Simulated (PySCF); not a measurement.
**Electron correlation in Si (silicon, neutral)**

[Ne] 3s2 3p2, high-spin 3P determinant. Calculation: PySCF 2.14, in aug-cc-pCVTZ-DK with one added diffuse shell each of s, p, d, f type (9s8p6d4f, 91 functions); scalar relativity by spin-free X2C-1e. Frozen: [Ne]; 4 electrons correlated.

```
  level  correlation energy (mhartree)
   CCSD                         -75.07
    (T)                          -2.59
CCSD(T)                         -77.66
```

Diagnostics: T1 = 0.012, D1 = 0.0305, largest double amplitude 0.065.

Cost of the coupled-cluster step: about 21 core-seconds, for 4 correlated electrons.

Iterations:

```
CC2 = 0
CCSD nocc = (np.int64(3), np.int64(1)), nmo = (86, 86)
frozen orbitals [[0, 1, 2, 3, 4], [0, 1, 2, 3, 4]]
max_cycle = 100
direct = 0
conv_tol = 1e-08
conv_tol_normt = 1e-06
diis_space = 8
diis_start_cycle = 0
Init t2, MP2 energy = -0.0571037572365033
Init E_corr(UCCSD) = -0.0571037572382531
cycle = 1  E_corr(UCCSD) = -0.0693088955948597  dE = -0.0122051384  norm(t1,t2) = 0.0548155
cycle = 2  E_corr(UCCSD) = -0.0727864082620838  dE = -0.00347751267  norm(t1,t2) = 0.0219332
cycle = 3  E_corr(UCCSD) = -0.0750483394781041  dE = -0.00226193122  norm(t1,t2) = 0.010633
cycle = 4  E_corr(UCCSD) = -0.0750552492243039  dE = -6.9097462e-06  norm(t1,t2) = 0.00225547
cycle = 5  E_corr(UCCSD) = -0.0750749068587785  dE = -1.96576345e-05  norm(t1,t2) = 0.000378216
cycle = 6  E_corr(UCCSD) = -0.0750689001113137  dE = 6.00674746e-06  norm(t1,t2) = 8.96067e-05
cycle = 7  E_corr(UCCSD) = -0.075071347849454  dE = -2.44773814e-06  norm(t1,t2) = 1.95197e-05
cycle = 8  E_corr(UCCSD) = -0.0750712624615428  dE = 8.53879111e-08  norm(t1,t2) = 4.86879e-06
cycle = 9  E_corr(UCCSD) = -0.0750710440917128  dE = 2.1836983e-07  norm(t1,t2) = 1.36209e-06
cycle = 10  E_corr(UCCSD) = -0.0750711019768233  dE = -5.78851105e-08  norm(t1,t2) = 3.93161e-07
cycle = 11  E_corr(UCCSD) = -0.0750711022399455  dE = -2.63122191e-10  norm(t1,t2) = 1.0389e-07
UCCSD converged
E(UCCSD) = -289.5343692861097  E_corr = -0.07507110223994547
UCCSD(T) correction = -0.00259031483521947
```
